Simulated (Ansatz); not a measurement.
Coupled-cluster diagnostics for H₂Au₃⁺, Ansatz.

Geometry of the singlet (PBE-D4/def2-TZVP):

```tsv
atom	x (Å)	y (Å)	z (Å)
Au1	0.062	-0.121	0.202
Au2	0.266	2.007	-1.422
Au3	-1.336	0.091	-2.080
H4	0.766	-0.677	1.757
H5	0.242	-1.301	1.543
```

In the def2 sets Au takes a core potential; there is no spin–orbit coupling. Correlated methods freeze no core orbitals; core or outer-core shells of Au are correlated, in sets that lack core-valence functions. In the singlet, H4 and H5 lie 0.84 Å apart (atoms count from 1), so H2 has formed as a molecule. The structure comes from a short search, and lower isomers may exist.

Estimate the CCSD(T) correlation energy, the shares of MP2 and (T), T1 and the reference's ⟨S²⟩ for: charge 1, singlet, own geometry in def2-TZVP; and the rough time on 2 threads of Intel Xeon Platinum 8375C on a shared host.


```json
{"state": "charge 1, singlet, own geometry", "basis": "def2-TZVP", "correlation (eV)": "-33.192", "MP2 share (%)": "105.6", "(T) share (%)": "2.7", "T1": "0.019", "⟨S²⟩ (pure)": "0.00 (0.00)", "wall time": "97 s"}
```
Customary marks for T1 are 0.02 (closed shells), 0.045 (open shells) and about 0.05 (3d metals). T1 stays under 0.02 throughout.
